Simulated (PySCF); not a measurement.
# Ionisation energy of Pb+ by level of theory

Pb+ [Xe] 4f14 5d10 6s2 6p1 (2P) → Pb(2+) [Xe] 4f14 5d10 6s2 (1S), as a difference of total energies. Computed with PySCF 2.14 in x2c-TZVPPall with one added diffuse shell each of s, p, d, f type (12s8p7d4f, 99 functions), with the spin-free X2C one-electron Hamiltonian (Gaussian nucleus). Correlated levels: valence and next inner shell: [Kr] 4d10 4f14 frozen. The calculations carry no spin-orbit coupling.

```json
{"method": "UHF", "ionisation energy (eV)": "13.237", "error (eV)": "-0.632"}
{"method": "MP2 (valence and next inner shell)", "ionisation energy (eV)": "13.573", "error (eV)": "-0.296"}
{"method": "SCS-MP2 (valence and next inner shell)", "ionisation energy (eV)": "13.477", "error (eV)": "-0.392"}
{"method": "CCSD (valence and next inner shell)", "ionisation energy (eV)": "13.559", "error (eV)": "-0.310"}
{"method": "CCSD(T) (valence and next inner shell)", "ionisation energy (eV)": "13.577", "error (eV)": "-0.292"}
```

Reference: 13.869 eV (measured; NIST levels, between the centres of gravity of the two terms).

Errors of the correlated levels include the incompleteness of this basis and the frozen core.
